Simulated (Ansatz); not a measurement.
The cluster Cu₃H₃⁻. Total charge -1; doublet. Geometry PBE0-D4/def2-SVPD, basis def2-TZVPD, Ansatz.

```xyz
6

Cu    1.1421    0.6190    0.0460
Cu   -1.2736   -0.1540    0.2085
Cu    0.3464   -1.3512   -1.2662
H    -2.4744   -0.4708    1.1235
H    -0.1465    0.2677   -0.9069
H     2.4060    1.0893    0.7951
```

```tsv
run	HOMO (eV)	LUMO (eV)
A	-0.53	1.72
B	0.25	0.80
C	-0.12	1.11
D	0.09	0.84
E	-0.71	1.77
```

Another isomer (doublet) lies 0.26 eV lower at PBE0-D4/def2-TZVPD; other spin states weren't run for this one.

HOMO and LUMO are taken over both spins.

**Question.** The runs used BLYP, PBE, PBE0, r2SCAN, r2SCAN0. Estimate which is which.

**Answer.** A PBE0 (25 % exact exchange); B BLYP (0 % exact exchange); C r2SCAN (0 % exact exchange); D PBE (0 % exact exchange); E r2SCAN0 (25 % exact exchange). Exact exchange lowers occupied and raises empty levels; among semilocal functionals meta-GGAs tend to open the gap a little, and such runs are hard to tell apart. The gap grows from 0.55 eV (BLYP) to 2.48 eV (r2SCAN0). At BLYP-D4/def2-TZVPD, PBE-D4/def2-TZVPD the highest occupied level of the charge -1 doublet lies above zero (up to 0.25 eV). The electron is either unbound and held by the finite basis, or the level is raised by self-interaction error.
